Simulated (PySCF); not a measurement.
Atoms are numbered as in `[O:1]=[CH:2][C:3]#[C:4][C@@H:5]1[SiH2:6][C@H:7]1[SiH2:8][Cl:9]` (H(Xn): hydrogen on atom n). Ha(Si6) is cis to C4 on the ring; Ha(Si8) is pro-R; Hb(Si8) is pro-S; Hb(Si6) is trans to C4 on the ring.

PySCF calculation with shieldings: GIAO PBE0/pcSseg-1 and GFN2-xTB structure; in vacuum, one computed conformer, non-relativistic Hamiltonian.

Problem. Predict the 2D correlation tables (HSQC, COSY, HMBC).

Solution. 

HSQC (one-bond C–H):
```
          δH          δC
9.38 (H(C2))  179.0 (C2)
1.94 (H(C5))    2.3 (C5)
0.52 (H(C7))   10.8 (C7)
```

COSY cross peaks (H two or three bonds apart, from the bond graph; peaks can be absent where the dihedral angle is near 90°):
```
            δH              δH
5.51 (Hb(Si8))  5.35 (Ha(Si8))
5.51 (Hb(Si8))    0.52 (H(C7))
5.35 (Ha(Si8))    0.52 (H(C7))
3.34 (Hb(Si6))  3.16 (Ha(Si6))
3.34 (Hb(Si6))    1.94 (H(C5))
3.34 (Hb(Si6))    0.52 (H(C7))
3.16 (Ha(Si6))    1.94 (H(C5))
3.16 (Ha(Si6))    0.52 (H(C7))
  1.94 (H(C5))    0.52 (H(C7))
```

HMBC (two and three bonds, from the bond graph):
```
            δH                                δC
  9.38 (H(C2))             113.1 (C4), 85.8 (C3)
5.51 (Hb(Si8))               10.8 (C7), 2.3 (C5)
5.35 (Ha(Si8))               10.8 (C7), 2.3 (C5)
3.34 (Hb(Si6))   113.1 (C4), 10.8 (C7), 2.3 (C5)
3.16 (Ha(Si6))   113.1 (C4), 10.8 (C7), 2.3 (C5)
  1.94 (H(C5))  113.1 (C4), 85.8 (C3), 10.8 (C7)
  0.52 (H(C7))              113.1 (C4), 2.3 (C5)
```

References, each an isolated molecule treated in the same way: TMS for 1H, 13C.

Shifts are as computed. Against solution values, carbons near 30 ppm lie about +3 ppm off and those near 130 ppm about +5 ppm. Of 1309 compounds with measured shifts, 239 miss one by over three times the rms of a fit or turn the order of signals round; such compounds aren't used in these exercises.
